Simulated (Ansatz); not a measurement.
`C[BH][AlH][F]` + `N[SiH3]` → `CBN[SiH3]` + `[F][AlH2]` at 298.15 K and 1 bar (cleavage of the B–Al bond).

Computed with Ansatz on PBE0-D4/def2-TZVP structures; ΔE is electronic, products minus reactants. CBS: MP2 limit from def2 TZ/QZ plus the TZ coupled-cluster correction, frozen cores. This one scheme is used for every species. Each species was taken in one conformer, which may not be the lowest.

| species | CCSD(T)/CBS energy (Eh) | H − E (kJ/mol) | S (J/(mol·K)) |
| --- | --- | --- | --- |
| `C[BH][AlH][F]` | -407.70477 | 170.0 | 336.1 |
| `N[SiH3]` | -346.80422 | 145.7 | 264.3 |
| `CBN[SiH3]` | -411.50704 | 261.1 | 331.1 |
| `[F][AlH2]` | -343.06661 | 51.4 | 241.2 |

H − E and S are ideal-gas, rigid-rotor, harmonic terms from PBE0-D4/def2-TZVP, for one conformer and one mirror image of each species. 1 Eh = 2625.50 kJ/mol, R = 8.31446 J/(mol·K).

Task: By hand: ΔE, ΔH, ΔS and ΔG.

Result: ΔE = (-411.50704) + (-343.06661) − (-407.70477) − (-346.80422) = -0.06466 Eh = -169.8 kJ/mol. Δ(H − E) = 261.1 + 51.4 − 170.0 − 145.7 = -3.2, so ΔH = -173.0 kJ/mol. ΔS = 331.1 + 241.2 − 336.1 − 264.3 = -28.1 J/(mol·K). ΔG = -173.0 − 298.15 × (-28.1)/1000 = -164.6 kJ/mol.

Task: By hand: the equilibrium constant, and the temperature at which ΔG would vanish if ΔH and ΔS stayed fixed.

Result: log₁₀ K = −ΔG/(RT ln 10) = 28.8. ΔG = 0 at ΔH/ΔS = 6157 K, far beyond where these terms or the molecules hold.

ΔH outweighs TΔS. A doubt of 5 kJ/mol in ΔE shifts log₁₀ K by 0.9 here. Other conformers and mirror images would add mixing entropy, several J/(mol·K) or more a flexible species. Modes under 60 cm⁻¹, often nearly free rotors, make the harmonic entropy too high. These are equilibria of isolated gas molecules and say nothing of rates. Largest T1 diagnostic: 0.012 (customary marks: 0.02 for closed shells, 0.045 for open ones).
